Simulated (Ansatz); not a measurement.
The cluster Ge3O7H2⁺. The state is a doublet with charge 1. Geometry r2SCAN-D4/def2-SVP, that of the neutral singlet; atoms count from 1.

```xyz
12

Ge    1.1183    0.1445   -1.5661
Ge   -1.6171   -0.0184   -0.8694
Ge    0.2009   -0.3084    1.2484
O     0.5535   -0.7913    2.8728
O     1.4185   -0.6550    0.0244
O     2.2605    0.7943   -2.5302
O    -0.4001    1.4024   -0.4652
O    -0.1200    1.4741    0.9753
O    -0.4889   -0.5281   -2.1155
O    -1.3794   -0.8995    0.6485
H     1.5050   -0.9027    3.0220
H    -3.0511    0.2882   -1.2448
```

The structure holds one bond between oxygen atoms, so isomers without such links may lie far lower. The structure comes from a short search, and lower isomers may exist.

**Question.** Estimate the Mulliken populations from the PBE0/def2-TZVP orbitals of Ansatz.

**Answer.** 
```
atom  charge (e)  spin (α − β)
 Ge1        1.09         -0.02
 Ge2        0.79          0.00
 Ge3        0.94          0.00
  O4       -0.44          0.00
  O5       -0.44          0.03
  O6       -0.06          0.95
  O7       -0.31          0.00
  O8       -0.21          0.01
  O9       -0.44          0.03
 O10       -0.44          0.00
 H11        0.36          0.00
 H12        0.17          0.00
```
Mulliken values depend strongly on the basis.

**Question.** Where does the spin sit?

**Answer.** Summed by element: Ge -0.02, O 1.02, H 0.00, of 1 unpaired in all. Largest on single atoms: O6 0.95, O9 0.03, O5 0.03.

**Question.** And the Mayer bond orders between heavy atoms (over 0.3)?

**Answer.** Ge1–O5 1.08 (1.81 Å); Ge1–O6 1.36 (1.63 Å); Ge1–O7 0.40 (2.26 Å); Ge1–O9 1.03 (1.83 Å); Ge2–O7 0.64 (1.91 Å); Ge2–O9 0.99 (1.76 Å); Ge2–O10 1.09 (1.77 Å); Ge3–O4 1.27 (1.73 Å); Ge3–O5 0.96 (1.76 Å); Ge3–O8 0.89 (1.83 Å); Ge3–O10 1.00 (1.79 Å); O7–O8 0.85 (1.47 Å).
